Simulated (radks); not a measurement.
Task: The magnesium ion Mg9+ is in [He] 2s1. All-electron calculation, scalar-relativistic Kohn-Sham, r2SCAN, spin-polarised, spherical densities, finite nucleus; meta-GGA in the generalised Kohn-Sham scheme; Fermi nuclear charge, rms radius of each element as measured or else 0.836 A^(1/3) + 0.57 fm. Program: a radial shooting solver on a logarithmic mesh with Libxc functionals. Open shells are filled with parallel spins first. One electron is removed from 1s, 2s in turn, with full relaxation. Which removal costs least, and what does each cost?

Result: 2s 367.13 eV; 1s 1699.6 eV. The 2s electron leaves first.
